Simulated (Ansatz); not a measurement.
Gas-phase electronic energies from Ansatz, PBE0-D4/def2-TZVP geometries. CBS: MP2 limit from def2 TZ/QZ plus the TZ coupled-cluster correction, frozen cores. Functionals use def2-TZVPP. B3LYP here is the variant with VWN-RPA as its local correlation; programs differ in this. HSE06 is defined as in plane-wave codes. Elements past krypton have def2 core potentials. For Ge, In outer-core shells are correlated without core-valence functions, which leaves a few kJ/mol of doubt a bond. Scalar relativity is left out up to krypton. One conformer a species, not always the lowest.

Consider the redistribution: `C[N]([GeH3])BF` + `C[O][InH2]` → `FB[O][InH2]` + `C[N](C)[GeH3]`.

```
             level  ΔE (kcal/mol)  difference from CCSD(T)/CBS
            PBE-D4          -12.9                          2.4
            B97M-V          -14.7                          0.6
          HSE06-D4          -13.9                          1.4
          BHLYP-D4          -14.3                          1.0
           ωB97X-V          -14.6                          0.7
            B2PLYP          -14.0                          1.3
             B3LYP          -12.9                          2.4
         CAM-B3LYP          -13.7                          1.6
           LC-ωPBE          -14.4                          0.9
      MP2/def2-SVP          -19.0                         -3.7
  CCSD(T)/def2-SVP          -17.7                         -2.4
    MP2/def2-TZVPP          -15.8                         -0.5
SCS-MP2/def2-TZVPP          -15.3                          0.0
     HF/def2-QZVPP          -14.9                          0.4
SCS-MP2/def2-QZVPP          -15.6                         -0.3
      HF/CBS(def2)          -14.9                          0.4
       CCSD(T)/CBS          -15.3                            0
```

Largest T1 diagnostic among the species: 0.017.

From PBE to PBE0 (25 % exact exchange), in def2-TZVPP and without D4, ΔE moves by −1.1 kcal/mol. At CCSD(T), def2-SVP lies −2.4 kcal/mol from the extrapolated value and def2-TZVPP +0.4 kcal/mol. Leaving LDA and LC-ωPBE aside and taking each functional with its dispersion term where it has one, the values, not all of them listed here, spread over 2.7 kcal/mol, from r2SCAN0-D4 to BLYP-D4.
